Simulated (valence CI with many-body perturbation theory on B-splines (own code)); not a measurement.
# Which ion has this spectrum?

A relativistic CI+MBPT calculation for an atom or ion with 24 electrons gives these levels (cm⁻¹):

| J | Parity | E | g |
| --- | --- | --- | --- |
| 4 | even | 0.0 | 1.39 |
| 2 | even | 35300 | 1.40 |
| 3 | even | 64376 | 1.44 |
| 0 | even | 76591 |  |
| 1 | even | 84429 | 1.44 |
| 4 | even | 101139 | 1.09 |
| 6 | even | 131493 | 1.13 |
| 5 | even | 131648 | 1.12 |
| 2 | even | 153849 | 1.04 |
| 3 | even | 158195 | 1.02 |
| 2 | even | 166794 | 1.22 |
| 4 | even | 200801 | 0.98 |
| 0 | even | 201540 |  |
| 1 | even | 209587 | 0.83 |

The energies are calculated, and their last digits are not significant.

**Question.** Which is it?
A. Sb27+
B. Te28+
C. In25+
D. Sn26+

**Answer.** B. Te28+, ground level (3d3/2^4 3d5/2^2) J=4.
